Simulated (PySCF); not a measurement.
Vertical excitations of a molecule CH8FNSi2 from TDDFT-PBE/def2-SVPD (PySCF), as energy in eV (oscillator strength): 4.78 (0.019), 5.47 (0.010), 5.60 (0.061), 6.04 (0.026), 6.20 (0.056), 6.41 (0.024), 6.53 (0.031), 6.68 (0.022), 6.75 (0.018), 6.81 (0.001). Lowest triplet (TDA): 4.40 eV. Geometry optimised at PBE0-D3(BJ)/def2-SVP. Other conformers were not sampled.

Problem. Identify the compound among the candidates.
A) N[C@H]([SiH3])[SiH2]F
B) F[SiH2]NC[SiH3]
C) N[Si@H](F)C[SiH3]
D) N[SiH2][SiH2]CF

Solution. D, N[SiH2][SiH2]CF
